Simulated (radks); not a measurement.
Problem. The aluminium ion Al7+ is in [He] 2s2 2p(1/2: 2, 3/2: 0). Calculated with a radial shooting solver on a logarithmic mesh with Libxc functionals: Dirac Kohn-Sham, relativistic LDA (MacDonald-Vosko exchange, VWN5 correlation), spin-unpolarised, spherical densities, finite nucleus; Fermi nuclear charge, rms radius of each element as measured or else 0.836 A^(1/3) + 0.57 fm. Sub-shells are occupied by j as written (lower j first in brackets). One electron is removed from 2s1/2, 1s1/2, 2p1/2 in turn, with full relaxation. Which removal costs least, and what does each cost?

Solution. 2p1/2 282.42 eV; 2s1/2 310.45 eV; 1s1/2 1827.2 eV. The 2p1/2 electron leaves first.
